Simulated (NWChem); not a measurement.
System: cyclopentanone (C₅H₈O); SMILES O=C1CCCC1

The following NWChem deck was run.

```
start job
memory heap 200 mb stack 900 mb global 1100 mb
geometry units angstroms noautoz
  O      0.000000     0.000000     2.124331
  C      0.000000     0.000000     0.922277
  C      0.123378     1.228339     0.028276
  C     -0.223981     0.734696    -1.373340
  C      0.223981    -0.734696    -1.373340
  C     -0.123378    -1.228339     0.028276
  H     -0.490840     2.054469     0.414622
  H      1.175342     1.561147     0.089351
  H      0.246657     1.323397    -2.173971
  H     -1.314412     0.790881    -1.531075
  H      1.314412    -0.790881    -1.531075
  H     -0.246657    -1.323397    -2.173971
  H     -1.175342    -1.561147     0.089351
  H      0.490840    -2.054469     0.414622
end
basis spherical
  * library 6-31g*
end
dft
  xc b3lyp
  iterations 150
  mulliken
end
task dft energy
```

Coordinates come from a PBE0/def2-SVP optimisation. B3LYP is NWChem's, with the RPA form of VWN correlation.

Question: Give the results of this calculation. (B3LYP/6-31G* (spherical d).) Quantities: basis functions; energy (Ha); highest occupied level (eV); orbital gap (eV); dipole (D).

Answer: 
* **number of basis functions**: 100
* **energy (Ha)**: -270.57
* **highest occupied level (eV)**: -6.40
* **orbital gap (eV)**: 6.06
* **dipole (D)**: 2.85
